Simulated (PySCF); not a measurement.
**Correlation energy of S⁺ (sulfur, charge +1)**

[Ne] 3s2 3p3, high-spin 4S determinant. Computed with PySCF 2.14 in def2-TZVP, with the non-relativistic Hamiltonian (point nucleus). Frozen: [Ne]; 5 electrons correlated.

MP2 pair energies summed by pair of shells (mhartree):

```csv
pair,energy,share (%)
3s-3p,-57.78,65.9
3p-3p,-20.28,23.1
3s-3s,-9.58,10.9
```

Total MP2 correlation energy: -87.64 mhartree.

Same-spin part -23.70 and opposite-spin part -63.94 mhartree; SCS-MP2 scales them by 1/3 and 6/5 to -84.63 mhartree.

```json
{"level": "CCSD", "correlation energy (mhartree)": "-107.75"}
{"level": "(T)", "correlation energy (mhartree)": "-3.49"}
{"level": "CCSD(T)", "correlation energy (mhartree)": "-111.24"}
```

Diagnostics: T1 = 0.0028, D1 = 0.0067, largest double amplitude 0.064.

**Question.** Is a single reference adequate?

**Answer.** Yes: T1 lies below 0.03 and no double amplitude reaches 0.07.
